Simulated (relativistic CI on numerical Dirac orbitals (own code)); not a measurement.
**Forbidden lines of Cd23+**

These numbers are calculated, not measured: Dirac-Coulomb-Breit CI, KLI orbitals optimised for each configuration, model QED (radiative potential, 1s self-energy scaled to tabulated hydrogen-like ionisation energies), unscaled Slater integrals (own radial code, finite nucleus).

Configuration list (outside the closed core [Ne]): 3s²3p⁶3d⁷, 3s²3p⁵3d⁸, 3s²3p⁴3d⁹, 3s3p⁶3d⁸, 3p⁶3d⁹, 3s3p⁵3d⁹, 3s²3p⁶3d⁶4s, 3s²3p⁶3d⁶4p, 3s²3p⁶3d⁶4d, 3s²3p⁴3d⁸4s, 3s²3p⁶3d⁶4f, 3s²3p⁵3d⁷4s, 3s²3p⁴3d⁸4p, 3s²3p⁶3d⁵4s², 3s²3p⁵3d⁷4p, 3s²3p⁶3d⁶5s. Levels of other configurations are missing.

```
λ vac (nm)                 Lower                 Upper  Type   A (s⁻¹)  E lower (cm⁻¹)  E upper (cm⁻¹)
    47.031   3s²3p⁶3d⁷ ⁴P5/2 [6]  3s²3p⁶3d⁷ ²D5/2 [19]    M1  6.11e+03           95080          307706
    52.876   3s²3p⁶3d⁷ ⁴P5/2 [6]  3s²3p⁶3d⁷ ²D3/2 [18]    M1  2.93e+03           95080          284200
    59.793   3s²3p⁶3d⁷ ⁴F7/2 [2]  3s²3p⁶3d⁷ ²F7/2 [17]    M1  1.43e+03           49158          216402
    63.408   3s²3p⁶3d⁷ ⁴F5/2 [4]  3s²3p⁶3d⁷ ²D3/2 [16]    M1  2.97e+03           56785          214494
    75.040  3s²3p⁶3d⁷ ²D5/2 [11]  3s²3p⁶3d⁷ ²D3/2 [18]    M1  8.98e+03          150938          284200
    75.220  3s²3p⁶3d⁷ ⁴P3/2 [12]  3s²3p⁶3d⁷ ²D3/2 [18]    M1  4.85e+03          151257          284200
    82.055  3s²3p⁶3d⁷ ²F5/2 [15]  3s²3p⁶3d⁷ ²D5/2 [19]    M1  4.41e+03          185837          307706
    83.574   3s²3p⁶3d⁷ ²G9/2 [7]  3s²3p⁶3d⁷ ²F7/2 [17]    M1  2.50e+03           96747          216402
    98.251   3s²3p⁶3d⁷ ⁴F7/2 [2]  3s²3p⁶3d⁷ ²D5/2 [11]    M1  1.11e+04           49158          150938
    103.36   3s²3p⁶3d⁷ ⁴F9/2 [1]   3s²3p⁶3d⁷ ²G9/2 [7]    M1  4.45e+03               0           96747
    118.52   3s²3p⁶3d⁷ ²G9/2 [7]  3s²3p⁶3d⁷ ²H9/2 [14]    M1  3.76e+03           96747          181118
    119.28  3s²3p⁶3d⁷ ²G7/2 [10]  3s²3p⁶3d⁷ ²F7/2 [17]    M1  1.30e+03          132563          216402
    119.90   3s²3p⁶3d⁷ ⁴F7/2 [2]  3s²3p⁶3d⁷ ²G7/2 [10]    M1  9.36e+02           49158          132563
    152.27   3s²3p⁶3d⁷ ⁴F3/2 [5]  3s²3p⁶3d⁷ ⁴P3/2 [12]    M1  4.16e+03           85583          151257
    157.34  3s²3p⁶3d⁷ ²D5/2 [11]  3s²3p⁶3d⁷ ²D3/2 [16]    M1  3.14e+03          150938          214494
    158.95   3s²3p⁶3d⁷ ⁴P1/2 [8]  3s²3p⁶3d⁷ ²P1/2 [13]    M1  4.78e+03          110586          173498
    178.01   3s²3p⁶3d⁷ ⁴P5/2 [6]  3s²3p⁶3d⁷ ⁴P3/2 [12]    M1  3.74e+03           95080          151257
    195.54  3s²3p⁶3d⁷ ²H11/2 [9]  3s²3p⁶3d⁷ ²H9/2 [14]    M1  1.45e+03          129979          181118
    203.43   3s²3p⁶3d⁷ ⁴F9/2 [1]   3s²3p⁶3d⁷ ⁴F7/2 [2]    M1  3.61e+03               0           49158
    217.76   3s²3p⁶3d⁷ ⁴F7/2 [2]   3s²3p⁶3d⁷ ⁴P5/2 [6]    M1  1.05e+03           49158           95080
```

Terms are leading LS components. Brackets give the number of a level in order of energy, since labels repeat. The list gives strong lines, with weight on those to low levels, among the lowest 200 of 2739 levels, so that lines to higher ones, which can be the strongest, are missing. Levels whose partners in the same complex of configurations lie outside the list can be far off, and so can their lines. Rates are taken at the computed energies, electric ones in the length gauge.

At this charge energies of transitions that change n are usually good to better than 1 %, and those within a shell (Δn = 0) to a few per cent. Terms inside the open d or f shell come out 10 to 20 % too wide with unscaled integrals.

LS names give the leading component of a level, which can be under half, so a name can repeat, a term be missing and a line seem to break the LS rules.
